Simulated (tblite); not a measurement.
Species: C3H5ClF2O2S.
SMILES with atom numbers: `[CH3:1][C@:2]([F:3])([CH2:4][F:5])[S:6](=[O:7])(=[O:8])[Cl:9]` (hydrogens: H10, H11, H12 on C1; H13, H14 on C4)

The geometry is computed with GFN2-xTB (gas phase).

Problem. What internal coordinates does the optimisation give?

Solution. 
```
                  bond  length (Å)
                 C1–C2       1.500
                 C2–F3       1.363
                 C2–C4       1.518
                 C4–F5       1.362
                 C2–S6       1.865
                 S6=O7       1.422
                 S6=O8       1.423
                S6–Cl9       2.024
C1–H10, C1–H11, C1–H12       1.088
                C4–H13       1.095
                C4–H14       1.097
```

Bonds in one row agree within 0.01 Å and their mean is given. A selection of angles:
```
    angle  degrees
 C1–C2–F3    112.7
 C1–C2–C4    117.0
 C1–C2–S6    107.8
 F3–C2–C4    109.0
 F3–C2–S6    104.1
 C4–C2–S6    105.2
 C2–C4–F5    108.7
 C2–S6–O7    110.7
 C2–S6–O8    109.5
C2–S6–Cl9    100.8
 O7–S6–O8    119.8
O7–S6–Cl9    106.6
O8–S6–Cl9    107.5
```

Dihedral angles: C1–C2–C4–F5 -60° (synclinal); C1–C2–S6–O7 42° (synclinal).

S6 (sulfonyl sulfur) is distorted tetrahedral (angles from 100.8° to 119.8°). Of the pairs four or more bonds apart, O8···H13 is among the closest relative to their van der Waals radii: 2.57 Å, 95 % of the sum of Bondi's values.

Point group: C1 (no symmetry element, even within 0.4 Å). Its GFN2-xTB frequencies are all real (lowest 34 cm⁻¹). One conformer, not necessarily the lowest. 3 starts were optimised and ended at 0.00, 0.37 and 0.75 kcal/mol (GFN2-xTB); the lowest of these is shown.
